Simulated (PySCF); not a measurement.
SMILES CC(C)(C)[SiH2][SiH2]O, GFN2-xTB optimised geometry.

```
21

C      2.82    -0.71     0.00
C      1.30    -0.71     0.00
C      0.80    -1.44     1.24
C      0.80    -1.44    -1.25
Si     0.63     1.10     0.00
Si    -1.64     1.25    -0.35
O     -2.27    -0.03     0.45
H      3.21    -0.19     0.87
H      3.21    -0.21    -0.89
H      3.21    -1.73     0.01
H      1.16    -0.96     2.15
H      1.15    -2.47     1.24
H     -0.29    -1.46     1.27
H      1.19    -2.46    -1.27
H     -0.29    -1.49    -1.25
H      1.13    -0.93    -2.15
H      1.08     1.72     1.26
H      1.34     1.82    -1.07
H     -2.09     1.17    -1.75
H     -2.26     2.47     0.18
H     -3.21    -0.18     0.51
```

Density from CAM-B3LYP/def2-SVP (PySCF) at that geometry.

Minimum of the electron density along straight lines between bonded atoms, close to the bond critical point (lines longer than 1.1 times the sum of covalent radii, or with two minima, are not listed):

```tsv
bond	length / Å	ρ at the minimum / e bohr⁻³	∇²ρ there / e bohr⁻⁵	position (fraction from the first atom)
C1–C2	1.528	0.244	-0.55	0.50
C2–C3	1.529	0.244	-0.55	0.50
C2–C4	1.529	0.244	-0.55	0.50
C2–Si5	1.925	0.112	0.27	0.62
Si6–O7	1.634	…	…	0.41
C1–H8	1.088	0.277	-1.02	0.63
C1–H9	1.088	0.277	-1.02	0.63
C1–H10	1.091	0.275	-1.00	0.63
C3–H11	1.089	0.276	-1.01	0.62
C3–H12	1.091	0.274	-1.00	0.62
C3–H13	1.088	0.279	-1.05	0.63
C4–H14	1.091	0.275	-1.00	0.63
C4–H15	1.088	0.277	-1.02	0.63
C4–H16	1.089	0.276	-1.01	0.62
Si5–H17	1.474	0.114	0.32	0.49
Si5–H18	1.475	0.114	0.32	0.49
Si6–H19	1.472	0.116	0.33	0.49
Si6–H20	1.470	0.117	0.33	0.49
O7–H21	0.954	0.353	…	0.82
```

Question: What belongs in the gaps?

Answer: 
- Si6–O7, ρ at the minimum / e bohr⁻³: 0.127
- Si6–O7, ∇²ρ there / e bohr⁻⁵: 1.04
- O7–H21, ∇²ρ there / e bohr⁻⁵: -2.44
